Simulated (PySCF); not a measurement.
Isomers of C5H7NO2Si. The calculation used PySCF 2.14.0, density-fitted response routines, TDDFT B3LYP/def2-SVPD, vertical, gas phase, core orbitals frozen in the response. Geometries: GFN2-xTB; one conformer of each isolated species. Triplets are in the Tamm–Dancoff approximation.

A. `c1n2c(CO[Si@@H]2O)cc1`
B. `C=C(C#N)C[SiH2]C(=O)O`
C. `C=C(C#N)C[SiH2]OC=O`
D. `C=CC(=O)[C@@H](C#N)O[SiH3]`

Lowest singlet levels (six at most, fewer where fewer were computed) with oscillator strengths:

1. 5.81 eV (f 0.001); 5.86 eV (f 0.242); 6.08 eV (f 0.014); 6.32 eV (f 0.005); 6.53 eV (f 0.002); 6.78 eV (f 0.006); T1 3.61 eV
2. 5.14 eV (f 0.002); 5.65 eV (f 0.002); 5.71 eV (f 0.004); 6.12 eV (f 0.136); 6.16 eV (f 0.025); 6.38 eV (f 0.007); T1 4.22 eV
3. 5.00 eV (f 0.003); 5.52 eV (f 0.029); 5.58 eV (f 0.005); 6.01 eV (f 0.195); 6.39 eV (f 0.003); 6.75 eV (f 0.007); T1 3.62 eV
4. 3.71 eV (f 0.001); 4.69 eV (f 0.001); 5.35 eV (f 0.000); 5.71 eV (f 0.330); 5.92 eV (f 0.001); 6.25 eV (f 0.008); T1 3.35 eV

Question: Which spectrum belongs to which structure?

Answer: 1 = C, 2 = A, 3 = B, 4 = D.
- A: S1 at 5.14 eV, HOMO→LUMO (97%); Löwdin shares by element: HOMO carbon 78% or more (atoms not listed hold the other 21%); LUMO oxygen 40%, silicon 22%, hydrogen 20% or more (atoms not listed hold the other 18%); HOMO -5.95 and LUMO -0.15 eV.
- B: S1 at 5.00 eV, HOMO-1→LUMO+1 (55%), HOMO-1→LUMO (27%), HOMO→LUMO+1 (10%); Löwdin shares by element: HOMO carbon 61% or more, nitrogen 12% (atoms not listed hold the other 27%); LUMO carbon 57% or more, nitrogen 13% (atoms not listed hold the other 30%); HOMO -7.65 and LUMO -1.73 eV.
- C: S1 at 5.81 eV, HOMO-1→LUMO+1 (96%); S1 has the pattern of n→π* at C=O; HOMO -7.87 and LUMO -1.93 eV.
- D: S1 at 3.71 eV, HOMO→LUMO (93%); Löwdin shares by element: HOMO oxygen 39%, silicon 14%, hydrogen 10% or more (atoms not listed hold the other 37%); LUMO carbon 63% or more, oxygen 20% or more (atoms not listed hold the other 17%); HOMO -8.01 and LUMO -3.03 eV.
A and B have S1 within 0.14 eV of each other; their strongest listed levels stand at 6.12 eV (f 0.136) and 6.01 eV (f 0.195).
